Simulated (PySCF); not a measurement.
PySCF job for Bi(Me)2 (C₂H₆Bi), SMILES [CH3][Bi][CH3], multiplicity 2, B3LYP-D3(BJ)/def2-SVP. Geometry optimised at B3LYP-D3(BJ)/def2-SVP. The multiplicity is an assumed one; other spin states were not compared. The isomer is the one that the SMILES or the coordinates give; other isomers of the formula were not compared. The def2 effective core potentials stand for the cores of Bi; spin–orbit coupling is left out.

```python
import numpy as np
from pyscf import gto, scf, dft, df
from pyscf.hessian import thermo

mol = gto.M(
    atom='''
    Bi    0.00000000   -0.00000000    0.30140055
    C     1.65202331    0.00000000   -1.30458541
    H     2.63885481   -0.00000000   -0.82105633
    H     1.54272779   -0.89798271   -1.92977713
    H     1.54272779    0.89798270   -1.92977714
    C    -1.65202332   -0.00000000   -1.30458540
    H    -1.54272780    0.89798270   -1.92977712
    H    -1.54272780   -0.89798270   -1.92977713
    H    -2.63885481    0.00000000   -0.82105632
    ''',
    basis='def2-SVP',
    ecp={'Bi': 'def2-svp'},
    charge=0,
    spin=1,
    max_memory=1600,
    verbose=3,
)
mf = dft.UKS(mol, xc='b3lyp').density_fit(auxbasis='def2-universal-jkfit')
mf.disp = 'd3bj'
mf.grids.level = 3
mf.conv_tol = 1e-11
mf.max_cycle = 100
mf.kernel()
fine, coarse = mf.grids, dft.Grids(mol).set(level=1).build(with_non0tab=True)
for _ in range(3):  # follow internal instabilities
    mf.grids = coarse
    mo, _, stable, _ = mf.stability(return_status=True, nroots=4)
    mf.grids = fine
    if stable:
        break
    mf.kernel(mf.make_rdm1(mo, mf.mo_occ))

# analytic Hessian; the response equations are solved on a coarser grid
h, args, fine = mf.Hessian(), (mf.mo_energy, mf.mo_coeff, mf.mo_occ), mf.grids
h.max_memory = max(150, 2.5e-5 * df.make_auxmol(mol, mf.with_df.auxbasis).nao * mol.nelec[0] * (mol.nelec[0] + mol.nao))  # MB; small integral blocks
h1ao = h.make_h1(mf.mo_coeff, mf.mo_occ)
mf.grids = dft.Grids(mol).set(level=1).build(with_non0tab=True)
mo1, mo_e1 = h.solve_mo1(*args, h1ao)
mf.grids = fine
hess = h.hess_elec(*args, mo1, mo_e1, h1ao) + h.hess_nuc()
if mf.do_disp():
    hess += h.get_dispersion()
for i in range(mol.natm):  # the analytic DFT Hessian lacks the response of the grid: restore translational invariance
    hess[i, i] -= hess[i].sum(axis=0)
hess = (hess + hess.transpose(1, 0, 3, 2)) / 2
vib = thermo.harmonic_analysis(mol, hess, imaginary_freq=False)
thermo.dump_normal_mode(mol, vib)
th = thermo.thermo(mf, vib['freq_au'][vib['freq_au'] > 0], 298.15, 101325)
thermo.dump_thermo(mol, th)
g0 = mf.nuc_grad_method().set(verbose=0).kernel()

# dipole derivatives [dipole axis, atom, xyz] from the same response
r, irp = mol.intor('int1e_r'), mol.intor('int1e_irp').reshape(3, 3, mol.nao, mol.nao)
sl, dm0, ok = mol.aoslice_by_atom(), np.array(mf.make_rdm1()), []
dmu = np.einsum('a,xt->xat', mol.atom_charges(), np.eye(3))
for a, (_, _, p0, p1) in enumerate(sl):
    dmu[:, a] += 2 * np.einsum('xtij,ij->xt', irp[:, :, :, p0:p1], dm0.reshape(-1, mol.nao, mol.nao).sum(0)[:, p0:p1])
    for u, c, occ, f in zip(mo1, mf.mo_coeff, mf.mo_occ, (2, 2)):
        dmu[:, a] -= f * np.einsum('tui,xuv,vi->xt', u[a], r, c[:, occ > 0], optimize=True)
L = vib['norm_mode']
ir = 974.8801 * (np.einsum('xat,kat->kx', dmu, L) ** 2).sum(1)       # km/mol
apt = np.einsum('xax->a', dmu) / 3
print('mode   freq/cm-1   IR/(km/mol)')
for k, w in enumerate(vib['freq_wavenumber']):
    print(f'{k + 1:4d} {w:11.2f} {ir[k]:13.3f}')
print('max |gradient| / (hartree/bohr):', abs(g0).max())
print('APT charges:', apt.round(4))
```

It prints:

```

WARN: HOMO -0.738039895173893 >= LUMO -0.738039895173893

converged SCF energy = -294.45686343925  <S^2> = 0.7524551  2S+1 = 2.0024536
<class 'pyscf.df.df_jk.DFUKS'> wavefunction is stable in the internal stability analysis

WARN: DFTD3 does not support analytical Hessian, using finite difference


WARN: Mole.unit (angstrom) is changed to Bohr

Mode                                 0                   1                   2
Irrep
Freq [cm^-1]                       82.5277             91.6899            145.8757
Reduced mass [au]                   1.0308              1.0383              2.6891
Force const [Dyne/A]                0.0041              0.0051              0.0337
Char temp [K]                     118.7390            131.9213            209.8827
Normal mode                   x     y     z       x     y     z       x     y     z
       0  Bi                 0.00 -0.00  0.00   -0.00  0.00 -0.00    0.00 -0.00 -0.02
       1   C                -0.00 -0.03 -0.00    0.00 -0.03  0.00    0.12 -0.00  0.11
       2   H                -0.00  0.36 -0.00    0.00 -0.44  0.00    0.06  0.00  0.24
       3   H                 0.23 -0.24  0.26   -0.26  0.16 -0.23    0.20 -0.00  0.09
       4   H                -0.23 -0.24 -0.26    0.26  0.16  0.23    0.20  0.00  0.09
       5   C                 0.00  0.03 -0.00   -0.00 -0.03  0.00   -0.12  0.00  0.11
       6   H                -0.23  0.24  0.26   -0.26  0.16  0.23   -0.20  0.00  0.09
       7   H                 0.23  0.24 -0.26    0.26  0.16 -0.23   -0.20 -0.00  0.09
       8   H                 0.00 -0.36 -0.00   -0.00 -0.44  0.00   -0.06 -0.00  0.24
Mode                                 3                   4                   5
Irrep
Freq [cm^-1]                      451.5329            453.6455            683.1701
Reduced mass [au]                   4.2311              4.3153              1.1223
Force const [Dyne/A]                0.5083              0.5232              0.3086
Char temp [K]                     649.6553            652.6949            982.9297
Normal mode                   x     y     z       x     y     z       x     y     z
       0  Bi                -0.02 -0.00 -0.00    0.00  0.00 -0.02   -0.00 -0.00 -0.00
       1   C                 0.13  0.00 -0.12   -0.13  0.00  0.12    0.00  0.07  0.00
       2   H                 0.13  0.00 -0.12   -0.13 -0.00  0.12    0.00 -0.16 -0.00
       3   H                 0.12 -0.00 -0.12   -0.11  0.00  0.11   -0.30 -0.12  0.32
       4   H                 0.12  0.00 -0.12   -0.11 -0.00  0.11    0.30 -0.12 -0.32
       5   C                 0.13  0.00  0.12    0.13 -0.00  0.12    0.00 -0.07 -0.00
       6   H                 0.12 -0.00  0.12    0.11 -0.00  0.11    0.30  0.12  0.32
       7   H                 0.12  0.00  0.12    0.11  0.00  0.11   -0.30  0.12 -0.32
       8   H                 0.13  0.00  0.12    0.13  0.00  0.12    0.00  0.16  0.00
Mode                                 6                   7                   8
Irrep
Freq [cm^-1]                      684.4455            685.2882            791.3032
Reduced mass [au]                   1.1308              1.1252              1.2142
Force const [Dyne/A]                0.3121              0.3113              0.4479
Char temp [K]                     984.7647            985.9772           1138.5091
Normal mode                   x     y     z       x     y     z       x     y     z
       0  Bi                -0.00  0.00  0.00    0.00  0.00  0.00    0.00 -0.00  0.00
       1   C                 0.00 -0.07  0.00   -0.05 -0.00 -0.05   -0.06 -0.00 -0.06
       2   H                 0.00  0.16 -0.00   -0.28  0.00  0.42   -0.29  0.00  0.40
       3   H                 0.29  0.13 -0.33    0.29 -0.02 -0.08    0.27 -0.03 -0.08
       4   H                -0.29  0.13  0.33    0.29  0.02 -0.08    0.27  0.03 -0.08
       5   C                 0.00 -0.07 -0.00   -0.05 -0.00  0.05    0.06  0.00 -0.06
       6   H                 0.29  0.13  0.33    0.29 -0.02  0.08   -0.27  0.03 -0.08
       7   H                -0.29  0.13 -0.33    0.29  0.02  0.08   -0.27 -0.03 -0.08
       8   H                 0.00  0.16  0.00   -0.28  0.00 -0.42    0.29 -0.00  0.40
Mode                                 9                  10                  11
Irrep
Freq [cm^-1]                     1169.9571           1183.4947           1425.5569
Reduced mass [au]                   1.1898              1.1812              1.0652
Force const [Dyne/A]                0.9596              0.9748              1.2755
Char temp [K]                    1683.3078           1702.7854           2051.0590
Normal mode                   x     y     z       x     y     z       x     y     z
       0  Bi                -0.00 -0.00  0.00    0.00  0.00  0.00    0.00  0.00 -0.00
       1   C                -0.06  0.00  0.06   -0.06  0.00  0.06   -0.00  0.05 -0.00
       2   H                 0.16  0.00 -0.34    0.16  0.00 -0.34    0.00 -0.52 -0.00
       3   H                 0.29  0.12 -0.20    0.29  0.12 -0.20    0.30 -0.05  0.07
       4   H                 0.29 -0.12 -0.20    0.29 -0.12 -0.20   -0.30 -0.05 -0.07
       5   C                -0.06  0.00 -0.06    0.06 -0.00  0.06    0.00 -0.05 -0.00
       6   H                 0.29  0.12  0.20   -0.29 -0.12 -0.20   -0.30  0.05  0.07
       7   H                 0.29 -0.12  0.20   -0.29  0.12 -0.20    0.30  0.05 -0.07
       8   H                 0.16  0.00  0.34   -0.16 -0.00 -0.34   -0.00  0.52 -0.00
Mode                                12                  13                  14
Irrep
Freq [cm^-1]                     1427.8905           1435.9489           1436.0734
Reduced mass [au]                   1.0629              1.0588              1.0624
Force const [Dyne/A]                1.2768              1.2863              1.2909
Char temp [K]                    2054.4165           2066.0108           2066.1899
Normal mode                   x     y     z       x     y     z       x     y     z
       0  Bi                -0.00  0.00 -0.00   -0.00  0.00  0.00    0.00  0.00 -0.00
       1   C                -0.04  0.00 -0.03    0.03  0.00  0.03    0.00  0.05  0.00
       2   H                 0.07 -0.00 -0.21   -0.07 -0.00  0.22   -0.00 -0.52  0.00
       3   H                 0.18 -0.27  0.32   -0.18  0.26 -0.32    0.31 -0.05  0.07
       4   H                 0.18  0.27  0.32   -0.18 -0.26 -0.32   -0.31 -0.05 -0.07
       5   C                -0.04 -0.00  0.03   -0.03 -0.00  0.03    0.00  0.05 -0.00
       6   H                 0.18 -0.27 -0.32    0.18 -0.26 -0.32    0.31 -0.05 -0.07
       7   H                 0.18  0.27 -0.32    0.18  0.26 -0.32   -0.31 -0.05  0.07
       8   H                 0.07 -0.00  0.21    0.07  0.00  0.22   -0.00 -0.52 -0.00
Mode                                15                  16                  17
Irrep
Freq [cm^-1]                     3039.7745           3040.8943           3150.2853
Reduced mass [au]                   1.0284              1.0285              1.1058
Force const [Dyne/A]                5.5987              5.6033              6.4659
Char temp [K]                    4373.5587           4375.1699           4532.5592
Normal mode                   x     y     z       x     y     z       x     y     z
       0  Bi                 0.00 -0.00  0.00    0.00  0.00 -0.00   -0.00  0.00 -0.00
       1   C                 0.02  0.00 -0.02   -0.02 -0.00  0.02   -0.00  0.06 -0.00
       2   H                -0.34  0.00 -0.18    0.34 -0.00  0.18    0.00  0.01  0.00
       3   H                 0.05  0.34  0.22   -0.05 -0.34 -0.22   -0.05 -0.38 -0.27
       4   H                 0.05 -0.34  0.22   -0.05  0.34 -0.22    0.05 -0.38  0.27
       5   C                -0.02 -0.00 -0.02   -0.02 -0.00 -0.02   -0.00  0.06  0.00
       6   H                -0.05 -0.34  0.22   -0.05 -0.34  0.22   -0.05 -0.38  0.27
       7   H                -0.05  0.34  0.22   -0.05  0.34  0.22    0.05 -0.38 -0.27
       8   H                 0.34 -0.00 -0.18    0.34 -0.00 -0.18    0.00  0.01 -0.00
Mode                                18                  19                  20
Irrep
Freq [cm^-1]                     3150.9651           3159.0417           3159.3967
Reduced mass [au]                   1.1061              1.1065              1.1070
Force const [Dyne/A]                6.4707              6.5058              6.5106
Char temp [K]                    4533.5373           4545.1577           4545.6685
Normal mode                   x     y     z       x     y     z       x     y     z
       0  Bi                -0.00 -0.00  0.00   -0.00 -0.00  0.00    0.00 -0.00  0.00
       1   C                 0.00 -0.06  0.00   -0.05 -0.00 -0.04    0.05  0.00  0.04
       2   H                -0.00 -0.01 -0.00    0.50 -0.00  0.25   -0.50  0.00 -0.25
       3   H                 0.05  0.38  0.27    0.02  0.22  0.14   -0.02 -0.22 -0.14
       4   H                -0.05  0.38 -0.27    0.02 -0.22  0.14   -0.02  0.22 -0.14
       5   C                -0.00  0.06  0.00   -0.05 -0.00  0.04   -0.05 -0.00  0.04
       6   H                -0.05 -0.38  0.27    0.02  0.22 -0.14    0.02  0.22 -0.14
       7   H                 0.05 -0.38 -0.27    0.02 -0.22 -0.14    0.02 -0.22 -0.14
       8   H                 0.00  0.01 -0.00    0.50 -0.00 -0.25    0.50 -0.00 -0.25
temperature 298.1500 [K]
pressure 101325.00 [Pa]
Rotational constants [GHz] 6.52690 5.46672 3.09339
Symmetry number 2
Zero-point energy (ZPE) 0.07028 [Eh]   184516.549 [J/mol]
                           tot       elec      trans        rot        vib
Entropy [J/mol/K]       338.463      5.763    177.049    100.844     54.807
Cv [J/mol/K]             77.661      0.000     12.472     12.472     52.718
Cp [J/mol/K]             85.976      0.000     20.786     12.472     52.718
Internal energy [J/mol]                      3718.434   3718.434 192903.256
Internal energy [Eh]   -294.38056  -294.45686
Enthalpy [J/mol]                             6197.391   3718.434 192903.256
Enthalpy [Eh]          -294.37961
Gibbs free energy [J/mol]                  -46589.830 -26348.183 176562.635
Gibbs free energy [Eh] -294.41805
mode   freq/cm-1   IR/(km/mol)
   1       82.53         0.000
   2       91.69         0.115
   3      145.88         0.300
   4      451.53        22.358
   5      453.65        12.043
   6      683.17         0.000
   7      684.45        12.285
   8      685.29         4.189
   9      791.30        21.180
  10     1169.96        12.883
  11     1183.49         4.363
  12     1425.56         0.000
  13     1427.89         5.223
  14     1435.95         1.742
  15     1436.07        10.122
  16     3039.77        14.261
  17     3040.89        16.161
  18     3150.29        13.239
  19     3150.97         0.000
  20     3159.04        10.081
  21     3159.40         3.564
max |gradient| / (hartree/bohr): 3.541989500253169e-05
APT charges: [ 0.4467 -0.1355 -0.0207 -0.0335 -0.0335 -0.1355 -0.0335 -0.0335 -0.0207]
```

The run converged.

Cost: roughly 3 core-minutes.
